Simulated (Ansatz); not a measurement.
One change: `NB(O)O` becomes `[NH2][Ga]([OH])[OH]`.

Ansatz, PBE0-D4/def2-TZVP geometries, multiplicity 1. Each molecule was computed in one conformer, which needn't be the lowest.

Scalar relativity is left out up to krypton.

```json
{"property": "zero-point energy (PBE0-D4/def2-TZVP) / kJ/mol", "`NB(O)O`": "159.5"}
{"property": "LUMO energy (B3LYP/def2-TZVPP) / eV", "`NB(O)O`": "0.18"}
{"property": "LUMO energy (ωB97M-V/def2-TZVPP) / eV", "`NB(O)O`": "1.91"}
{"property": "HOMO energy (PBE0/def2-TZVPP) / eV", "`NB(O)O`": "-7.59"}
{"property": "LUMO energy (PBE/def2-TZVPP) / eV", "`NB(O)O`": "-0.25"}
{"property": "HOMO–LUMO gap (PBE0/def2-TZVPP) / eV", "`NB(O)O`": "8.17"}
```

(1) Give the same properties after the change, and the shifts. (An estimate is asked.)

Results:

(1) Ansatz gave: 
```json
{"property": "zero-point energy (PBE0-D4/def2-TZVP) / kJ/mol", "`[NH2][Ga]([OH])[OH]`": "137.8", "shift": "-21.7"}
{"property": "LUMO energy (B3LYP/def2-TZVPP) / eV", "`[NH2][Ga]([OH])[OH]`": "-0.85", "shift": "-1.03"}
{"property": "LUMO energy (ωB97M-V/def2-TZVPP) / eV", "`[NH2][Ga]([OH])[OH]`": "1.19", "shift": "-0.72"}
{"property": "HOMO energy (PBE0/def2-TZVPP) / eV", "`[NH2][Ga]([OH])[OH]`": "-7.58", "shift": "0.01"}
{"property": "LUMO energy (PBE/def2-TZVPP) / eV", "`[NH2][Ga]([OH])[OH]`": "-1.39", "shift": "-1.14"}
{"property": "HOMO–LUMO gap (PBE0/def2-TZVPP) / eV", "`[NH2][Ga]([OH])[OH]`": "7.10", "shift": "-1.07"}
```

B3LYP here is the variant with VWN-RPA as its local correlation; programs differ in this.
